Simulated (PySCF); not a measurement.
bromine monochloride (BrCl), SMILES ClBr.

Geometry optimised at B3LYP-D3(BJ)/def2-TZVP.

Two levels are set side by side: TDDFT-PBE/def2-TZVPD (PySCF) and TDDFT-B3LYP/def2-TZVPD (PySCF). Vertical, same geometry. The lowest singlet is HOMO→LUMO 100 % with PBE and HOMO→LUMO 100 % with the other functional; states are paired by order. Differences are taken from unrounded values.

| quantity | TDDFT-PBE |
|---|---|
| lowest singlet excitation (eV) | 2.87 |
| lowest triplet excitation (TDA) (eV) | 2.13 |

### Question
These are the TDDFT-PBE values. What does TDDFT-B3LYP give? (The exact figures need the calculation; the answer reports its results.)

### Answer

```csv
quantity,TDDFT-B3LYP,TDDFT-PBE minus TDDFT-B3LYP
lowest singlet excitation (eV),2.97,-0.10
lowest triplet excitation (TDA) (eV),2.23,-0.10
```

A lower first singlet is the usual sign of a functional without exact exchange. Differences between two approximate levels are no errors against the true value.

Rough cost on one machine, each run with all the roots and properties that it gave: TDDFT-B3LYP against TDDFT-PBE about 4 times.
